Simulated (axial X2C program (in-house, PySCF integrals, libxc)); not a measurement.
**Levels of RbB⁺ by electron attachment to RbB²⁺ (EOM-EA-CCSD)**

Computed with an axial X2C code built on PySCF integrals: two-component X2C with atomic mean-field Coulomb and Gaunt terms, Gaussian nuclei, basis Rb dyall-acv3z, B dyall-av3z with contracted cores.

R = 3.388 Å (0.960 times 3.529 Å, the PBE0 minimum at charge 1 for the lowest determinant).

Levels of RbB⁺ obtained by attaching an electron to RbB²⁺:

```csv
Ω,binding energy (eV),above lowest (cm⁻¹),attached spinor,one-particle weight
1/2,12.499,0,92% B pσ,0.95
3/2,12.224,2217,97% B pπ,0.95
1/2,12.223,2219,97% B pπ,0.95
```

This point took 29 s on 1 thread of Intel(R) Xeon(R) Platinum 8488C (Sapphire Rapids), on a shared host.

Reference electrons by ω block (each with its −ω partner): 1/2: 14, 3/2: 5, 5/2: 1. 10 electrons of RbB²⁺ correlated (inner shells frozen), 92 natural virtual spinors (a truncated set); levels can be off by some tenths of an eV. Roots sought by Ω: (1/2: 5, 3/2: 4, 5/2: 2, 7/2: 1); rows need 60 % one-particle weight and stop where some Ω has no more roots. Missing are any skipped roots, higher Ω and states of a further excitation; these come out far too high here and may in truth be low or lowest. T1 of the reference 0.006 (Lee–Taylor). The reference was not checked to be the lowest state of its species. Number of frozen shells: Rb 3 s, 2 p, 1 d; B 1 s. Large amplitudes in the reference (orbital relaxation or multireference character) lower the reliability.
